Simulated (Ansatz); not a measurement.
Ansatz (a first-principles code) input file for BrH4NO2Si, SMILES [Si](N)(O)(O)Br, PBE/def2-SVPD. The structure is a stationary point at PBE0-D3(BJ)/def2-SVP. The structure was generated by enumeration, and PubChem lists no compound with its InChIKey, so it may never have been made. Other conformers were not sampled.

Ansatz 0.2 input:
```yaml
crystal:
  periodic: [false, false, false]
  atoms:
    - {symbol: N, position_ang: [1.98586404, -0.11867374, -0.93695345]}
    - {symbol: Si, position_ang: [0.40320545, 0.40958050, -0.60325262]}
    - {symbol: O, position_ang: [0.42729696, 1.96247601, -0.04687182]}
    - {symbol: O, position_ang: [-0.43507649, 0.17430193, -2.00339676]}
    - {symbol: Br, position_ang: [-0.68182102, -0.67578451, 1.01881473]}
    - {symbol: H, position_ang: [2.71002944, -0.03074318, -0.23392355]}
    - {symbol: H, position_ang: [2.11954954, -0.94176040, -1.51332797]}
    - {symbol: H, position_ang: [0.93571899, 2.56427039, -0.60174103]}
    - {symbol: H, position_ang: [-1.38525045, 0.06305664, -1.90316366]}
basis:
  gaussian:
    orbitals: def2-SVPD
hamiltonian:
  xc: {name: PBE}
```

Log of the run:

```
WARN ansatz: RAYON_NUM_THREADS=1 ignored (pool sized by the plan → 1); use --threads N
Functional definition: PBE
integrals: 0.12 GiB planned
1468 factors; their error is unknown
mean field: 0.67 GiB planned
mean field evaluation 1: about -83525.8379 eV, gradient 9.7e1 eV
mean field evaluation 2: about -83456.6549 eV, gradient 2.0e2 eV
mean field evaluation 4: about -83542.3439 eV, gradient 1.8e1 eV
mean field evaluation 8: about -83542.9686 eV, gradient 3.2e-1 eV
mean field evaluation 16: about -83542.9079 eV, gradient 7.1e-4 eV
mean field -83542.90792935 eV, -3070.1452389867 hartree, gradient 4.5e-5 eV, S^2 0.000000; 0 other end points of the search recorded, 0 dependent functions left out
reference -83542.90798377 eV, -3070.1452409867 hartree; 38, 38 occupied and 125, 125 virtual orbitals, 1468 factors
Total energy: -83542.90798377 eV, -3070.1452409867 hartree
```

Self-consistency was reached.

Cost: around 3 core-seconds (rough).
